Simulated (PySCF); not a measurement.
C6H14O3.

```xyz
23

C     -4.3346     0.1123    -0.3522
O     -3.3370     0.9048     0.2504
C     -2.0349     0.6818    -0.2535
C     -1.3639    -0.5534     0.3725
O     -0.0788    -0.8113    -0.1573
C      0.9481     0.0161     0.3512
C      2.2713    -0.5076    -0.1865
O      3.2978     0.3311     0.2876
C      4.5737    -0.0624    -0.1504
H     -5.3064     0.4131     0.0862
H     -4.2014    -0.9817    -0.1739
H     -4.3814     0.2710    -1.4578
H     -2.0348     0.5685    -1.3658
H     -1.4477     1.5932    -0.0142
H     -1.9714    -1.4581     0.1604
H     -1.3311    -0.4264     1.4821
H      0.9650    -0.0011     1.4689
H      0.8348     1.0836     0.0444
H      2.2338    -0.5231    -1.3053
H      2.4154    -1.5670     0.1447
H      4.6600    -0.0498    -1.2653
H      5.3104     0.6512     0.2677
H      4.8404    -1.0918     0.1957
```

Geometry optimised at PBE-D3(BJ)/def2-SVP. One conformer was computed; it need not be the lowest.

Method: PySCF with PBE/pcSseg-1. Non-relativistic, no solvent.

Computed absolute GIAO shielding of each atom: isotropic value and principal components (ppm):
| atom | σ(iso) | σ11 | σ22 | σ33 | span |
|---|---|---|---|---|---|
| C1 | 117.1 | 78.0 | 96.6 | 176.6 | 98.6 |
| O2 | 307.3 | 273.4 | 298.7 | 349.9 | 76.5 |
| C3 | 104.9 | 67.6 | 89.7 | 157.2 | 89.6 |
| C4 | 107.1 | 69.8 | 90.4 | 161.1 | 91.3 |
| O5 | 289.8 | 261.4 | 281.2 | 326.9 | 65.6 |
| C6 | 103.3 | 66.7 | 89.3 | 153.9 | 87.2 |
| C7 | 100.6 | 68.7 | 78.1 | 154.9 | 86.2 |
| O8 | 299.3 | 281.1 | 285.7 | 331.1 | 50.0 |
| C9 | 115.6 | 82.3 | 86.9 | 177.4 | 95.1 |
| H10 | 27.3 | 23.8 | 24.9 | 33.3 | 9.5 |
| H11 | 27.5 | 23.2 | 26.0 | 33.2 | 10.1 |
| H12 | 27.9 | 24.5 | 25.7 | 33.6 | 9.1 |
| H13 | 28.0 | 24.7 | 28.8 | 30.6 | 5.8 |
| H14 | 26.7 | 21.6 | 27.2 | 31.3 | 9.7 |
| H15 | 26.8 | 21.8 | 27.1 | 31.5 | 9.7 |
| H16 | 27.8 | 24.4 | 28.2 | 30.9 | 6.6 |
| H17 | 27.7 | 24.8 | 27.3 | 31.0 | 6.2 |
| H18 | 27.2 | 22.5 | 27.9 | 31.1 | 8.6 |
| H19 | 27.6 | 24.9 | 27.6 | 30.5 | 5.6 |
| H20 | 27.6 | 25.0 | 27.5 | 30.3 | 5.3 |
| H21 | 27.7 | 24.1 | 25.5 | 33.4 | 9.3 |
| H22 | 27.2 | 23.6 | 24.7 | 33.3 | 9.7 |
| H23 | 27.7 | 24.1 | 25.4 | 33.4 | 9.3 |
